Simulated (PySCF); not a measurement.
B(H)2(OtBu), SMILES O(B)C(C)(C)C (C4H11BO), singlet (GFN2-xTB optimised geometry):

```
17

B      0.386     1.672     0.000
H      1.569     1.672     0.000
H     -0.212     2.683     0.000
O     -0.365     0.588     0.000
C      0.073    -0.772     0.000
C      0.898    -1.058     1.257
C     -1.201    -1.626     0.001
C      0.897    -1.059    -1.258
H      1.181    -2.107     1.289
H      0.316    -0.822     2.145
H      1.799    -0.450     1.264
H     -1.794    -1.405     0.884
H     -0.950    -2.683    -0.003
H     -1.799    -1.400    -0.879
H      1.794    -0.445    -1.269
H      0.311    -0.829    -2.145
H      1.185    -2.106    -1.287
```

Method: PySCF with CAM-B3LYP/def2-SVP.

Question: What are the frontier orbital energies and the dipole moment?

Answer: HOMO-2 -10.97 eV, HOMO-1 -10.34 eV, HOMO -9.40 eV, LUMO 1.21 eV, LUMO+1 2.48 eV; dipole moment 2.07 D.

On the same geometry PBE/def2-SVP (PySCF) gives HOMO-2 -8.07 eV, HOMO-1 -7.52 eV, HOMO -6.49 eV, LUMO -0.99 eV, LUMO+1 0.77 eV; dipole moment 2.12 D.

Meta-Löwdin charges at CAM-B3LYP/def2-SVP: B1 0.10, H2 -0.03, H3 -0.02, O4 -0.34, C5 0.27, C6 -0.30, C7 -0.29, C8 -0.30, H9 0.10, H10 0.10, H11 0.10, H12 0.10, H13 0.10, H14 0.10, H15 0.10, H16 0.10, H17 0.10.
